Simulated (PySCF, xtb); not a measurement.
Se(Cl)(Me) (CH3ClSe), SMILES [Se](C)Cl.

Harmonic wavenumbers (cm⁻¹) from GFN2-xTB (xtb) at its own minimum, in rising order: 142, 182, 385, 567, 856, 879, 1273, 1417, 1425, 3009, 3018, 3038.

Task: What does B3LYP-D3(BJ)/def2-TZVP in PySCF give at its own minimum? (The exact figures need the calculation; the answer reports its results.)

Result: 167, 189, 400, 583, 910, 924, 1308, 1446, 1475, 3050, 3140, 3166. Paired by order, the mean absolute difference is 47 cm⁻¹ and the zero-point energies are 23.1 and 24.0 kcal/mol.
